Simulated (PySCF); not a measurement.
## Sc²⁰⁺ (scandium, charge +20): UHF calculation

Configuration: 1s1, 2S determinant. Calculation: PySCF 2.14, in an uncontracted even-tempered set (17 s from 17 bohr⁻², ratio 2; 7 p from 26 bohr⁻², ratio 2.2; 4 d from 77 bohr⁻², ratio 2.2; 3 f from 120 bohr⁻², ratio 2.2; 3 g from 170 bohr⁻², ratio 2.2; 2 h from 260 bohr⁻², ratio 2.2); no relativity, point nucleus.

| Property | Result |
| --- | --- |
| Total energy | -220.499935 hartree |
| One-electron energy | -220.4999 hartree |
| Hartree (Coulomb) energy | 6.5625 hartree |
| Exchange energy | -6.5625 hartree |
| Kinetic energy | 220.49974 hartree |
| ⟨S²⟩ | 0.7500 |
| ⟨L²⟩ | 0.000 |
| Sum of ⟨r⟩ | 0.07143 bohr |
| Sum of ⟨r²⟩ | 0.006803 bohr² |
| Density at the nucleus (Gaussians lack the cusp) | 2910 bohr⁻³ |
| Spin density at the nucleus | 2910 bohr⁻³ |

```
shell  electrons  mean orbital energy (hartree)  rms radius, mean of both spins (bohr)
 1s α          1                     -220.49993                                 0.0825
```
